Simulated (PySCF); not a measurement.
Isomers of C10H10S, from PBE0-D3(BJ)/def2-SVP geometry optimisation, gas phase in PySCF. One conformer each, no zero-point energy, no frequencies.

Question: Which is lowest in electronic energy at this level?
A. `[CH3:1][CH2:2][c:3]1[cH:4][cH:5][cH:6][c:7]2[cH:8][s:9][cH:10][c:11]12` with C1–C2–C3–C4 -101°: A = 1403, B = 897.2, C = 573.2 MHz, dipole 0.34 D
B. `[CH2:1]=[CH:2][c:3]1[cH:4][cH:5][c:6]2[c:7]([cH:8]1)[S:9][CH2:10][CH2:11]2` with C1–C2–C3–C4 -2°, C6–C7–S9–C10 15°, C7–S9–C10–C11 -27°, S9–C10–C11–C6 32°, C5–C6–C11–C10 160°: A = 2481, B = 591.4, C = 483.1 MHz, dipole 1.70 D
C. `[CH3:1][S:2][C:3]1=[CH:4][CH:5]=[CH:6][C:7]12[CH:8]=[CH:9][CH:10]=[CH:11]2` with C1–S2–C3–C4 0°: A = 1485, B = 919.4, C = 658.8 MHz, dipole 1.15 D
D. `[CH:1]#[C:2]/[CH:3]=[C:4]1/[CH2:5][CH2:6]/[C:7]1=[CH:8]\[C:9]([CH3:10])=[S:11]` with C7–C8–C9–C10 179°: A = 1380, B = 633.1, C = 437.6 MHz, dipole 2.61 D

Answer: A. That is `CCc1cccc2cscc12`, 5.1 kcal/mol below the next.

```tsv
SMILES	mapped SMILES	E (Eh)	relative (kcal/mol)	relative (kJ/mol)	dipole (D)
CCc1cccc2cscc12	[CH3:1][CH2:2][c:3]1[cH:4][cH:5][cH:6][c:7]2[cH:8][s:9][cH:10][c:11]12	-784.29688	0.0	0.0	0.34
C=Cc1ccc2c(c1)SCC2	[CH2:1]=[CH:2][c:3]1[cH:4][cH:5][c:6]2[c:7]([cH:8]1)[S:9][CH2:10][CH2:11]2	-784.28880	5.1	21.2	1.70
CSC1=CC=CC12C=CC=C2	[CH3:1][S:2][C:3]1=[CH:4][CH:5]=[CH:6][C:7]12[CH:8]=[CH:9][CH:10]=[CH:11]2	-784.21873	49.0	205.2	1.15
C#C/C=C1/CC/C1=C\C(C)=S	[CH:1]#[C:2]/[CH:3]=[C:4]1/[CH2:5][CH2:6]/[C:7]1=[CH:8]\[C:9]([CH3:10])=[S:11]	-784.15140	91.3	382.0	2.61
```

As drawn, the lowest has an aromatic ring, which the highest lacks; the highest has a four-membered ring, a C≡C bond and a C=S bond, which the lowest lacks.
